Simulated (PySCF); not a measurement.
A calculated (revPBE, PySCF 2.14, ANO-RCC-VTZP, the spin-free X2C one-electron Hamiltonian (Gaussian nucleus)) atom or ion has these occupied shells.

```tsv
shell	electrons	orbital energy (eV)	rms radius, mean of both spins (bohr)
1s β	1	-73597.6	0.0200
1s α	1	-73597.6	0.0200
2s α	1	-12815.2	0.0810
2s β	1	-12815.2	0.0810
2p α	3	-11202.5	0.0738
2p β	3	-11202.4	0.0738
3s α	1	-2979.9	0.207
3s β	1	-2979.8	0.207
3p α	3	-2503.5	0.209
3p β	3	-2503.4	0.209
3d α	5	-1951.3	0.191
3d β	5	-1951.2	0.191
4s α	1	-624.77	0.459
4s β	1	-624.69	0.459
4p α	3	-467.55	0.489
4p β	3	-467.48	0.489
4d α	5	-267.21	0.526
4d β	5	-267.12	0.526
5s α	1	-86.771	1.07
5s β	1	-85.969	1.07
4f α	7	-47.071	0.700
5p α	3	-46.913	1.15
4f β	7	-46.851	0.700
5p β	3	-45.978	1.15
5d α	5	-3.639	2.20
5d β	3	-2.754	2.20
```

(1) Name the element and its charge.

Results:

(1) Os (osmium, neutral), in [Xe] 4f14 5d8, high-spin 3F determinant (an excited configuration).
